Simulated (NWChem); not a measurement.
Molecule: C2H5FSi2; SMILES C1[SiH2][SiH2]C=1F

```xyz
10

F      0.3614    -2.2963     0.0000
C      0.2487    -0.9722     0.0000
C      1.3014    -0.1248     0.0000
Si     0.4775     1.5642     0.0000
Si    -1.3333     0.0833     0.0000
H      2.3453    -0.4600     0.0000
H      0.7278     2.3984     1.2145
H      0.7278     2.3984    -1.2145
H     -2.1864    -0.0770     1.2161
H     -2.1864    -0.0770    -1.2161
```
Atoms are numbered in this order, from 1.

Program: NWChem. Geometry: optimised at PBE0/def2-SVP. B3LYP is NWChem's, with the RPA form of VWN correlation. Total energies of different functionals are on different scales.

| level | energy (Ha) | highest occupied level (eV) | orbital gap (eV) | dipole (D) |
|---|---|---|---|---|
| PBE/def2-TZVP | -757.5958 | -6.71 | 5.09 | 0.77 |
| B3LYP/def2-TZVP | -758.1363 | -7.62 | 6.79 | 1.02 |
| LDA (Slater exchange, VWN5)/def2-TZVP | -754.4226 | -6.86 | 5.02 | 0.89 |
| CAM-B3LYP/def2-TZVP | -758.0336 | [?] | [?] | [?] |
| PBE0/def2-TZVP | -757.6592 | -7.86 | 7.23 | 0.96 |

### Question
Complete the blanks.

### Answer

- CAM-B3LYP/def2-TZVP, highest occupied level (eV): -9.12
- CAM-B3LYP/def2-TZVP, orbital gap (eV): 9.69
- CAM-B3LYP/def2-TZVP, dipole (D): 1.13
